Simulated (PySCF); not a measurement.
# How methods differ on the ionisation energy of Al⁺

Al⁺ [Ne] 3s2 (1S) → Al²⁺ [Ne] 3s1 (2S), as a difference of total energies. Computed with PySCF 2.14 in def2-TZVPPD (6s5p4d1f, 48 functions), with no relativity, point nucleus. Correlated levels: valence: [Ne] frozen. The calculations carry no spin-orbit coupling.

```csv
method,ionisation energy (eV),error (eV)
UHF,17.531,-1.298
MP2 (valence),18.287,-0.542
SCS-MP2 (valence),18.438,-0.391
CCSD (valence),18.607,-0.222
```

Reference: 18.829 eV (measured; NIST Atomic Spectra Database, ionization energies).

Errors of the correlated levels include the incompleteness of this basis and the frozen core.

With two correlated electrons CCSD is exact in that space.
